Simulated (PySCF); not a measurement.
Hexafluoro-2-butyne, SMILES C(C#CC(F)(F)F)(F)(F)F at its CAM-B3LYP/def2-SVP optimised geometry (Å):

```
10

F      0.9244    -0.2710     0.0000
C     -0.4048    -0.2710     0.0000
F     -0.8216     0.9912     0.0000
F     -0.8210    -0.8470     1.1234
C     -0.9244    -0.9912    -1.1776
C     -1.3457    -1.5770    -2.1360
C     -1.8645    -2.2990    -3.3129
F     -3.1937    -2.3072    -3.3090
F     -1.4551    -1.7195    -4.4369
F     -1.4400    -3.5587    -3.3153
```

Method: PySCF with CAM-B3LYP/def2-TZVP. Cells within 0.4 Å of a nucleus heavier than hydrogen are left out (blank, or x).

Map of the deformation density (molecule minus spherical neutral atoms) (e/bohr³) on the plane z = 0.0 Å:

```
|33333333333333333333333333333|
|33333333333333333333333333333|
|33333333333333333333333333333|
|33333333333333333333333333333|
|33333333333333333333333333333|
|33333333333333333333333333333|
|33333333322333333333333333333|
|33333333211344433333333333333|
|333333333xxx74433333333333333|
|333333447xxx94333333333333333|
|333333447xxx33333333333333333|
|3333333443xx54223334433333333|
|33333333346984223344433333333|
|33333332236873134466433333333|
|33333332112xxx465xxx323333333|
|33333322100xxx796xxxx12333333|
|33333322101xxx686xxxx12333333|
|333333322234x01453xx433333333|
|33333332223310023455433333333|
|33333332222211123344433333333|
|33333333222222223333333333333|
|33333333322222233333333333333|
|33333333333333333333333333333|
|33333333333333333333333333333|
|33333333333333333333333333333|
|33333333333333333333333333333|
|33333333333333333333333333333|
|33333333333333333333333333333|
|33333333333333333333333333333|
```
Scale: ten equal steps from -0.036 (start of '0') to 0.056 (end of '9'), in the order '0123456789'; x runs from -3.00 to 3.00, y from -3.00 (bottom) to 3.00 (top).
